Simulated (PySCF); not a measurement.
Working out the ionisation energy of Zr²⁺

Zr²⁺ [Kr] 4d2 (3F) → Zr³⁺ [Kr] 4d1 (2D). All numbers are calculated (PySCF 2.14, scalar relativity through the core potential, in def2-TZVPPD with the def2 core potential (28 electrons) (6s4p3d2f1g, 56 functions)). Frozen: nothing. Energies in hartree (1 hartree = 27.21139 eV):

| part | Zr²⁺ (lower) | Zr³⁺ (upper) |
| --- | --- | --- |
| UHF | -45.801613 | -44.978261 |
| CCSD correlation | -0.203499 | -0.188245 |
| (T) | -0.003757 | -0.003355 |

What does Hartree-Fock give?

(-44.978261) − (-45.801613) = 0.823352 hartree = 22.405 eV.

What do CCSD and CCSD(T) give?

The CCSD correlation energies differ by 0.015254 hartree = 0.415 eV and the triples by 0.000402 hartree = 0.011 eV, so CCSD gives 22.820 eV and CCSD(T) 22.831 eV.

Reference: 23.170 eV (semi-empirical (NIST evaluation); NIST Atomic Spectra Database, ionization energies), between the lowest levels; spin-orbit coupling is absent from the calculation.

What remains against the reference includes basis incompleteness and higher excitations.
